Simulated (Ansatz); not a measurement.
A nudged elastic band was laid between two geometries of C2H6CrO2 (11 atoms, charge 0, multiplicity 1).

The calculation used RHF/def2-SVP in Ansatz 0.2.0.

```json
{"movable images": "5", "climbing image": "yes", "spring": "5.0 eV/Å²", "optimiser": "quadratic models (default)", "start path": "IDPP", "force threshold": "0.03 eV/Å", "iteration limit": "60", "end points": "relaxed"}
```

First end point:

```xyz
11
Properties=species:S:1:pos:R:3
C -1.505 0.529 0.326
Cr 0.195 0.405 -0.686
C 1.330 -0.893 0.292
O -0.105 -0.161 -2.049
O 0.869 1.750 -0.645
H -1.260 0.873 1.328
H -2.118 1.253 -0.206
H -1.959 -0.460 0.320
H 2.255 -0.968 -0.275
H 0.795 -1.840 0.310
H 1.503 -0.487 1.286
```

Last end point:

```xyz
11
Properties=species:S:1:pos:R:3
C -1.387 0.691 0.503
Cr 0.309 0.558 -0.515
C 1.109 -1.192 -0.040
O -0.020 0.546 -1.984
O 1.233 1.646 -0.038
H -1.818 1.656 0.246
H -2.026 -0.129 0.181
H -1.134 0.636 1.560
H 2.034 -1.266 -0.609
H 0.399 -1.962 -0.335
H 1.300 -1.183 1.031
```

Question: What changes between the two ends?

Answer: No bond is made or broken. The dihedral H8–C1–Cr2–O4 goes from 55 to 177°. The two ends are copies of one structure, up to a mirror image or an exchange of like atoms.

Question: What energy profile does the band end with?

Answer: It converged. The highest image is number 3 of 0 to 6, 0.052 eV above the ends, which have the same energy within 2 meV. A vibrational analysis at the climbing image gives one clearly imaginary mode, 134i cm⁻¹: a first-order saddle point.

| image | path coordinate (Å) | energy (eV) | dihedral H8–C1–Cr2–O4 (°) |
| --- | --- | --- | --- |
| 0 | 0.00 | 0.000 | 55 |
| 1 | 0.58 | 0.013 | 74 |
| 2 | 1.17 | 0.039 | 95 |
| 3 | 1.75 | 0.052 | 116 |
| 4 | 2.32 | 0.040 | 137 |
| 5 | 2.90 | 0.014 | 157 |
| 6 | 3.47 | 0.000 | 177 |

Question: What is the geometry of the highest image?

Answer: 
```xyz
11
Properties=species:S:1:pos:R:3
C -1.449 0.676 0.458
Cr 0.272 0.533 -0.534
C 1.188 -1.136 0.019
O -0.022 0.409 -2.004
O 1.162 1.678 -0.134
H -1.423 1.577 1.064
H -2.261 0.683 -0.262
H -1.479 -0.220 1.081
H 2.117 -1.183 -0.544
H 0.523 -1.960 -0.234
H 1.371 -1.057 1.089
```

Question: What are the harmonic wavenumbers there?

Answer: 134i, 158, 167, 236, 262, 267, 392, 531, 563, 687, 735, 791, 813, 1234, 1252, 1254, 1330, 1524, 1526, 1533, 1541, 3194, 3198, 3323, 3336, 3345, 3369 cm⁻¹.

Time of the run: 78 s on 2 threads of Arm Neoverse V1, with other jobs on the host, peak memory 0.35 GiB.
